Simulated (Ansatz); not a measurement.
`COC([SiH3])=S` + H₂ → `[SiH3]C=S` + CH₃OH at 700 K and 1 bar (hydrogenolysis of a C–O bond).

Calculated with Ansatz (gas phase, PBE0-D4/def2-TZVP geometries, no zero-point term in ΔE). CCSD(T)/CBS adds triple-zeta CCSD(T) − MP2 to the extrapolated MP2 energy (def2 sets, frozen cores). This one scheme is used for every species.

```csv
species,CCSD(T)/CBS energy (Eh),H − E (kJ/mol),S (J/(mol·K))
`COC([SiH3])=S`,-841.69602,275.8,478.9
H₂,-1.17544,46.8,155.3
`[SiH3]C=S`,-727.26865,160.4,377.6
CH₃OH,-115.61712,170.8,288.5
```

H − E and S are ideal-gas, rigid-rotor, harmonic terms from PBE0-D4/def2-TZVP. The MP2-based limit puts H₂ 0.8 mEh under its directly extrapolated value; such offsets cancel only in part. 1 Eh = 2625.50 kJ/mol, R = 8.31446 J/(mol·K).

Problem. By hand: ΔE, ΔH, ΔS and ΔG.

Solution. ΔE = (-727.26865) + (-115.61712) − (-841.69602) − (-1.17544) = -0.01431 Eh = -37.6 kJ/mol. Δ(H − E) = 160.4 + 170.8 − 275.8 − 46.8 = 8.6, so ΔH = -29.0 kJ/mol. ΔS = 377.6 + 288.5 − 478.9 − 155.3 = 31.9 J/(mol·K). ΔG = -29.0 − 700 × (31.9)/1000 = -51.3 kJ/mol.

Problem. By hand: the equilibrium constant, and the temperature at which ΔG would vanish if ΔH and ΔS stayed fixed.

Solution. log₁₀ K = −ΔG/(RT ln 10) = 3.8. ΔH and −TΔS have one sign here, so there is no such temperature.

TΔS isn't small against ΔH here. A doubt of 5 kJ/mol in ΔE shifts log₁₀ K by 0.4 here. Modes under 60 cm⁻¹, often nearly free rotors, make the harmonic entropy too high. These are equilibria of isolated gas molecules and say nothing of rates. Largest T1 diagnostic: 0.017 (customary marks: 0.02 for closed shells, 0.045 for open ones).
